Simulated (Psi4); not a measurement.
F3Sb, triplet (typed; the unrestricted solution is spin-contaminated), at a GFN2-xTB geometry (a higher spin typed on purpose: for a closed-shell molecule this is an excited state) (all electrons, no relativity). Base run: HF/STO-3G run with Psi4.

The Psi4 input:
```
memory 2 GB

molecule {
0 3
Sb   -0.09185253    0.05664473    0.05583195
F    -1.71490896   -1.43900085   -0.07563414
F     0.77886983    2.01073678    0.64213093
F     1.45653683   -0.89272271   -0.88287786
}

set {
  basis sto-3g
  reference uhf
  scf_type pk
  stability_analysis check
}

energy('scf')
print_variables()
```

The bond that is stretched is that between atoms 3 and 1. A test that says stable can miss a lower solution.

Each row names what was changed in the base input (with any setting that the change needs).

```tsv
change	ΔE vs base (mEh)	<S^2>	outcome
base	0.000	2.377	converged
stability_analysis = follow; reference = uhf	0.000	2.377	converged
bond × 1.25	1.345	2.088	converged
stability_analysis = follow; reference = uhf; bond × 1.25	-10.288	2.525	converged
bond × 1.5	-2.470	2.099	converged
stability_analysis = follow; reference = uhf; bond × 1.5	-18.694	2.551	converged
bond × 1.8	-4.226	2.340	converged
stability_analysis = follow; reference = uhf; bond × 1.8	-4.403	2.339	converged
bond × 2.2	-	-	not converged
stability_analysis = follow; reference = uhf; bond × 2.2	-	-	not converged
bond × 3.0	-4.287	2.340	converged
stability_analysis = follow; reference = uhf; bond × 3.0	-	-	not converged
```

Psi4 reported an instability in these rows: bond × 1.25; stability_analysis = follow; reference = uhf; bond × 1.25; bond × 1.5; stability_analysis = follow; reference = uhf; bond × 1.5; bond × 1.8; stability_analysis = follow; reference = uhf; bond × 1.8; bond × 3.0; stability_analysis = follow; reference = uhf; bond × 3.0 (restricted rows aren't judged here).

On stretching, the SCF can end on different states; <S^2> shows the spin contamination of each.
